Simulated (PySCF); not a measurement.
## Dipole response of Fe+ (iron, charge +1)

[Ar] 3d6 4s1, high-spin 6D determinant. All numbers are calculated (PySCF 2.14, the non-relativistic Hamiltonian (point nucleus), in def2-QZVPPD (11s6p5d4f2g, 100 functions)). Coupled (time-dependent) response in atomic units; α is the mean over directions.

| method | mean α (bohr³) | α xx, yy, zz | C₆ (like pair) | S(−4) |
| --- | --- | --- | --- | --- |
| PBE0 | 27.71 | 27.14, 27.14, 28.83 | 139.1 | 650.5 |
| TPSSh | 28.23 | 27.70, 27.70, 29.29 | 144.6 | 658.2 |

S(−4) is the Cauchy moment in α(ω) = α(0) + S(−4) ω² + …

α(iu) at PBE0:

| u (hartree) | α(iu) (bohr³) |
| --- | --- |
| 0 | 27.71 |
| 0.0500 | 26.19 |
| 0.100 | 22.60 |
| 0.200 | 15.21 |
| 0.300 | 10.49 |
| 0.500 | 6.047 |
| 0.750 | 3.854 |
| 1.00 | 2.808 |
| 1.50 | 1.791 |
| 2.00 | 1.282 |
| 3.00 | 0.7663 |
| 5.00 | 0.3682 |

For an ion, C₆ is the dispersion term alone; charge-induced terms of lower order in 1/R come first.

The components differ because the open shell of this determinant is not spherical; for a pure term their mean is the scalar polarisability.
